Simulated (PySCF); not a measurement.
NMR data simulated for an unnamed compound:

¹H NMR (500 MHz, computed): δ 6.11 (m, 1H), 5.75 (m, 1H), 5.65 (m, 1H), 4.18 (br, 3H), 3.57 (d, 2H), 2.47 (s, 6H).

¹³C{¹H} NMR (computed): δ 135.8 (CH), 132.0 (CH2), 63.6 (CH2), 43.7 (CH3).

One computed conformer, in vacuum, fast rotation and ring inversion assumed for equivalent nuclei, relativity neglected. Structure optimised with PBE0-D3(BJ)/def2-SVP; GIAO PBE/pcSseg-1 shieldings; PySCF.

δ = σ(ref) − σ, references computed at the same level: ¹H, ¹³C vs TMS.

Task: Which of these does the molecule contain: a Si–CH3 group, an amide, a three-membered ring, an N-methyl group, a vinyl group CH=CH2, a non-aromatic C=C double bond?

Result: 
- A Si–CH3 group: no.
- An amide: no.
- A three-membered ring: no.
- An N-methyl group: yes (δC 43.7; δH 2.47 (s)).
- A vinyl group CH=CH2: yes (δC 132.0, 135.8; δH 5.75 (m), 5.65 (m), 6.11 (m)).
- A non-aromatic C=C double bond: yes.

The data belong to SMILES C(=C)C[N+](C)(C)[AlH3-], C5H14AlN; they needn't prove each group on their own.

Carbon signals by region: 2 in the sp2 and nitrile region (100–160 ppm), 1 at 50–100 ppm, 1 below 50 ppm.

Hydrides on Al or Ga are broadened by the quadrupolar metal nucleus. Shifts are as computed. Against solution values, carbons near 30 ppm lie about +2 ppm off and those near 130 ppm about +2 ppm. Of 1211 compounds with measured shifts, 218 miss one by over three times the rms of a fit or turn the order of signals round; such compounds aren't used in these exercises. Multiplicities follow the n + 1 count of equivalent neighbours, as no J values were calculated; m marks all less simple cases, F and P coupling included.
